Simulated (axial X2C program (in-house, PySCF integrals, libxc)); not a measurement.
SbCl: from the spin-free to the two-component result

All values were computed with an axial X2C code built on PySCF integrals. Spin-free means the one-electron spin-free X2C Hamiltonian; two-component (2c) means X2C with spin–orbit coupling and atomic mean-field two-electron Coulomb and Gaunt terms, so the difference of the two also holds small scalar two-electron terms. Basis: Sb dyall-cv3z [11s12p8d4f1g], Cl dyall-av3z [9s8p3d2f] (cores contracted in-house); Gaussian nuclei, density fitting, unrestricted open shells. Masses: Sb 120.904 u, Cl 34.969 u.

Spin-free state: M_S = 1, Λ = 0 (beyond evenly filled blocks: π+α, π-α); fragments Sb + Cl.

```tsv
level	Re (Å)	ωe (cm⁻¹)	De (eV)	μ (D)
PBE0	2.344	372.0	3.193	-2.08
HF	2.358	372.5	1.757	-2.52
MP2	2.343	372.2	2.967	n/a
CCSD	2.352	369.9	2.936	n/a
BHandHLYP	2.349	371.6	2.943	-2.32
```

Correlated methods: 22 electrons correlated (number of frozen shells: Sb 4 s, 3 p, 1 d; Cl 2 s, 1 p), 256 virtual spin orbitals or spinors in MP2, 110 natural virtuals in coupled cluster.

Dipoles are positive if Cl is the positive end.

Two-component determinant lowest at the distance of the search:

Ω = 1 (⟨Sz⟩ = 1.00, ⟨Lz⟩ = 0.00 at HF); fragments Sb + Cl.

```tsv
level	Re (Å)	ωe (cm⁻¹)	De (eV)	μ (D)
PBE0	2.346	370.1	3.131	-2.09
HF	2.360	370.5	1.662	-2.54
MP2	2.346	370.5	2.891	n/a
CCSD	2.354	368.3	2.858	n/a
BHandHLYP	2.352	369.3	2.844	-2.33
```

Question: From the two tables, how do the constants change at the CCSD level (2c against spin-free)?

Answer: At the CCSD level Re increases by 0.002 Å and ωe decreases by 1.6 cm⁻¹; De changes by -0.078 eV.

The state is one determinant whose occupation by symmetry is held fixed; it was picked as the lowest of a PBE0 search that is not exhaustive. De is counted from the lowest determinant-based energies of the atoms at the same level, without counterpoise correction. Density functionals use the spin component along the axis (collinear). CCSD ran in a truncated set of natural virtual spinors with an MP2 remainder; without triples it tends to underbind. In 2c an atomic determinant is not the ground J level, so De misses part of the atomic spin–orbit lowering. This holds for PBE0, BHandHLYP. PBE0 can misorder states that lie within some tenths of an eV, so this need not be the ground state of the molecule. The nearest other spin-free determinant of the search, M_S = 0, Λ = 2, lies 0.81 eV up at the distance of the search. Without a current term, density functionals place determinants with orbital angular momentum somewhat too high. With several unpaired electrons one determinant need not be a pure state. Open-shell Ω = 0 determinants with evenly filled partner blocks cannot be reached by this program, so the Ω shown need not be the lowest component. This is the Ω = 1 component of a π² triplet; the 0⁺ component is not one determinant and can lie lowest. Some points did not converge and are left out. The stretched end of a curve changes character and is left out.
